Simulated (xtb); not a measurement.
MnO, sextet, geometry from GFN2-xTB (such geometries of metal compounds can be far from the true shape), atoms displaced at random by about 0.1 Å a coordinate; GFN1-xTB run with xtb.

xtb was given this input:
```
$ xtb mol.xyz --gfn 1 --uhf 5 --opt tight --json

# file mol.xyz
2

Mn    -0.12807319     0.00915992    -0.48700077
O      0.03067576     0.04929490     1.19146657
```

What the program printed (banner, timings and long lists left out):

```
   ID    Z sym.   atoms
    1   25 Mn     1
    2    8 O      2

           -------------------------------------------------
          |                Calculation Setup                |
           -------------------------------------------------

           -------------------------------------------------
          |                 G F N 1 - x T B                 |
           -------------------------------------------------

          ...................................................
          :                      SETUP                      :
          :.................................................:
          :  # basis functions                  14          :
          :  # atomic orbitals                  13          :
          :  # shells                            5          :
          :  # electrons                        13          :
          :  # halogen bonds                     0          :
          :  max. iterations                   250          :
          :  Hamiltonian                  GFN1-xTB          :
          :  restarted?                      false          :
          :  GBSA solvation                  false          :
          :  PC potential                    false          :
          :  electronic temp.          300.0000000     K    :
          :  accuracy                    1.0000000          :
          :  -> integral cutoff          0.2500000E+02      :
          :  -> integral neglect         0.1000000E-07      :
          :  -> SCF convergence          0.1000000E-05 Eh   :
          :  -> wf. convergence          0.2000000E-04 e    :
          :  Broyden damping             0.4000000          :
          :  net charge                          0          :
          :  unpaired electrons                  5          :
          ...................................................

 iter      E             dE          RMSdq      gap      omega  full diag
   1      3.8507526  0.385075E+01  0.418E+01    2.46       0.0  T
   2     -0.2236038 -0.407436E+01  0.445E+01    0.00       1.0  T
   3     -4.3365780 -0.411297E+01  0.215E+01    0.39       1.0  T
   4     -6.0437305 -0.170715E+01  0.142E+01    3.32       1.0  T
   5     -5.6298898  0.413841E+00  0.231E+01    3.46       1.0  T
   6     10.1271362  0.157570E+02  0.558E+01   14.36       1.0  T
   7     -6.8417709 -0.169689E+02  0.336E+00    3.46       1.0  T
   8     -5.8775879  0.964183E+00  0.150E+01    2.70       1.0  T
   9     -6.6998524 -0.822264E+00  0.495E+00    3.22       1.0  T
  10     -6.8709653 -0.171113E+00  0.177E+00    3.68       1.0  T
  11     -6.8418647  0.291006E-01  0.212E+00    3.58       1.0  T
  12     -6.5533815  0.288483E+00  0.730E+00    3.73       1.0  T
  13     -6.8664671 -0.313086E+00  0.165E+00    3.68       1.0  T
  14     -6.7481515  0.118316E+00  0.460E+00    3.73       1.0  T
  15     -6.8224266 -0.742751E-01  0.305E+00    3.71       1.0  T
  16     -6.8369828 -0.145563E-01  0.261E+00    3.71       1.0  T
  17     -6.8772735 -0.402906E-01  0.563E-01    3.67       1.0  T
  18     -6.8789870 -0.171354E-02  0.209E-01    3.66       1.0  T
  19     -6.8792755 -0.288420E-03  0.126E-02    3.65       5.6  T
  20     -6.8792764 -0.917700E-06  0.608E-03    3.65      11.6  T
  21     -6.8792763  0.430177E-07  0.397E-03    3.65      17.8  T
  22     -6.8792763  0.758327E-07  0.505E-03    3.65      14.0  T
  23     -6.8792764 -0.160454E-06  0.989E-04    3.65      71.5  T
  24     -6.8792764 -0.477555E-08  0.486E-04    3.65     145.4  T
  25     -6.8792764 -0.154768E-08  0.408E-06    3.65   17321.1  T
  26     -6.8792764 -0.109246E-12  0.104E-08    3.65  100000.0  T

   *** convergence criteria satisfied after 26 iterations ***

         :::::::::::::::::::::::::::::::::::::::::::::::::::::
         ::                     SUMMARY                     ::
         :::::::::::::::::::::::::::::::::::::::::::::::::::::
         :: total energy              -6.867962745998 Eh    ::
[...]
 * total energy  :    -6.8679627 Eh     change        0.8881784E-15 Eh
 * total energy  :    -6.8716525 Eh     change       -0.3689788E-02 Eh
 * total energy  :    -6.8724897 Eh     change       -0.8371893E-03 Eh
 * total energy  :    -6.8725815 Eh     change       -0.9181137E-04 Eh
 * total energy  :    -6.8725825 Eh     change       -0.9813471E-06 Eh
   *** GEOMETRY OPTIMIZATION CONVERGED AFTER 5 ITERATIONS ***
[...]

 iter      E             dE          RMSdq      gap      omega  full diag
   1     -6.8944701 -0.689447E+01  0.550E-08    3.80       0.0  T
   2     -6.8944701  0.355271E-14  0.242E-07    3.80  100000.0  T
   3     -6.8944701 -0.444089E-14  0.104E-08    3.80  100000.0  T

   *** convergence criteria satisfied after 3 iterations ***

         :::::::::::::::::::::::::::::::::::::::::::::::::::::
         ::                     SUMMARY                     ::
         :::::::::::::::::::::::::::::::::::::::::::::::::::::
         :: total energy              -6.872582515672 Eh    ::
         :: gradient norm              0.000663112720 Eh/a0 ::
         :: HOMO-LUMO gap              3.799997770509 eV    ::
         ::.................................................::
         :: SCC energy                -6.894470097696 Eh    ::
         :: -> electrostatic           0.073447298618 Eh    ::
         :: repulsion energy           0.022081661177 Eh    ::
         :: dispersion energy         -0.000194079153 Eh    ::
         :: halogen bond corr.         0.000000000000 Eh    ::
         :: add. restraining           0.000000000000 Eh    ::
         :: total charge              -0.000000000000 e     ::
         :::::::::::::::::::::::::::::::::::::::::::::::::::::

           -------------------------------------------------
          |                Property Printout                |
           -------------------------------------------------

    * Orbital Energies and Occupations

         #    Occupation            Energy/Eh            Energy/eV
      -------------------------------------------------------------
         1        2.0000           -0.7182999             -19.5459
         2        2.0000           -0.5224115             -14.2155
         3        2.0000           -0.5201063             -14.1528
         4        2.0000           -0.5201063             -14.1528
         5        1.0000           -0.4480713             -12.1926
         6        1.0000           -0.4480713             -12.1926
         7        1.0000           -0.4197051             -11.4208
         8        1.0000           -0.4154304             -11.3044
         9        1.0000           -0.4154304             -11.3044 (HOMO)
        10                         -0.2757830              -7.5044 (LUMO)
        11                         -0.1995571              -5.4302
        12                         -0.1995571              -5.4302
        13                          0.2963676               8.0646
      -------------------------------------------------------------
                  HL-Gap            0.1396473 Eh            3.8000 eV
             Fermi-level           -0.4148477 Eh          -11.2886 eV

  Mulliken/CM5 charges         n(s)   n(p)   n(d)
     1Mn    0.52200  0.70239   0.391  0.562  5.525
     2O    -0.52200 -0.70239   1.772  4.750  0.000

Wiberg/Mayer (AO) data.
largest (>0.10) Wiberg bond orders for each atom

 ---------------------------------------------------------------------------
     #   Z sym  total        # sym  WBO       # sym  WBO       # sym  WBO
 ---------------------------------------------------------------------------
     1  25 Mn   2.278 --     2 O    2.278
     2   8 O    2.278 --     1 Mn   2.278
 ---------------------------------------------------------------------------

Topologies differ in total number of bonds
Writing topology from bond orders to xtbtopo.mol

 dipole moment from electron density (au)
     X       Y       Z
  -0.2279  -0.0576  -2.4092  total (Debye):    6.153

optimized geometry written to: xtbopt.xyz

           -------------------------------------------------
          | TOTAL ENERGY               -6.872582515672 Eh   |
          | GRADIENT NORM               0.000663112720 Eh/α |
          | HOMO-LUMO GAP               3.799997770509 eV   |
           -------------------------------------------------

normal termination of xtb
```
